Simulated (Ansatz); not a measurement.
Species: C3H8BO, charge 0, multiplicity 2. It need not be the lowest isomer of its formula. 
Geometry from a B3LYP-D3(BJ)/def2-TZVP (Ansatz, a program for electronic structure) optimisation:
SMILES: [CH2]OB(C)C
```xyz
13

C      1.9857     0.1765     0.0518
O      0.8674    -0.5453    -0.1655
B     -0.4275    -0.0863    -0.0258
C     -1.5601    -1.1231    -0.3382
C     -0.7119     1.3954     0.4223
H      1.9189     1.2076     0.3635
H      2.9167    -0.3421    -0.1056
H     -1.1821    -2.1020    -0.6344
H     -2.2127    -0.7472    -1.1341
H     -2.2114    -1.2512     0.5335
H     -1.7781     1.6125     0.4887
H     -0.2681     2.1148    -0.2746
H     -0.2668     1.6086     1.4003
```
Charge 0, spin multiplicity 2.

Basis-set convergence of Hartree-Fock and CCSD correlation energies (hartree) with Ansatz. Valence correlation only, unless marked. UHF or UKS for open shells. Spin-orbit coupling is left out. Non-relativistic.

```
basis    functions       E(HF)  E(corr, CCSD)
-------  ---------  ----------  -------------
cc-pVDZ        110  -217.83414       -0.73196
cc-pVTZ        262  -217.90122       -0.88384
cc-pVQZ        515  -217.91611       -0.93085
```

Extrapolating the two largest sets (X = 3 and 4) as X^-3: E(corr) = (64·(-0.93085) - 27·(-0.88384))/37 = -0.9652 Eh, an estimate of the basis-set limit. The largest set recovers 96.4 % of it, the smallest 75.8 %.
